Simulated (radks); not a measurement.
Dispersion coefficients C6 (hartree bohr^6) between ground-configuration atoms and ions, from the Casimir-Polder integral (3/pi) of alpha_A(iw) alpha_B(iw). All-electron calculation, scalar-relativistic Kohn-Sham, LDA (Slater exchange, Perdew-Wang correlation), spin-polarised, spherical densities, finite nucleus; Fermi nuclear charge, rms radius of each element as measured or else 0.836 A^(1/3) + 0.57 fm. Program: a radial shooting solver on a logarithmic mesh with Libxc functionals. Response by self-consistent Sternheimer equations with the Hartree and adiabatic LDA kernel, the relativistic mass of each level held fixed and spin-orbit coupling left out.

C6       Mg    Al+   Si2+    P3+    S4+   Cl5+   Ar6+    K7+    Ca8+
Mg    618.3
Al+   258.3  115.9
Si2+  139.3  65.21  37.71
P3+   85.41  41.14  24.26  15.84
S4+   56.71  27.88  16.69  11.02  7.734
Cl5+  39.79  19.88  12.04  8.018  5.669  4.181
Ar6+  29.07  14.71  8.993  6.035  4.293  3.182  2.433
K7+   21.93  11.21  6.907  4.665  3.336  2.484  1.906  1.498
Ca8+  16.96  8.746  5.426  3.685  2.647  1.978  1.523  1.201  0.9647

Static polarisabilities (bohr^3): Mg ([Ne] 3s2) 71.01, Al+ ([Ne] 3s2) 23.31, Si2+ ([Ne] 3s2) 11.21, P3+ ([Ne] 3s2) 6.412, S4+ ([Ne] 3s2) 4.061, Cl5+ ([Ne] 3s2) 2.751, Ar6+ ([Ne] 3s2) 1.957, K7+ ([Ne] 3s2) 1.444, Ca8+ ([Ne] 3s2) 1.097. The combination rule 2 Ca Cb / ((alpha_b/alpha_a) Ca + (alpha_a/alpha_b) Cb) gives 3.181 for Ar6+-Cl5+, against 3.182 from the integral.
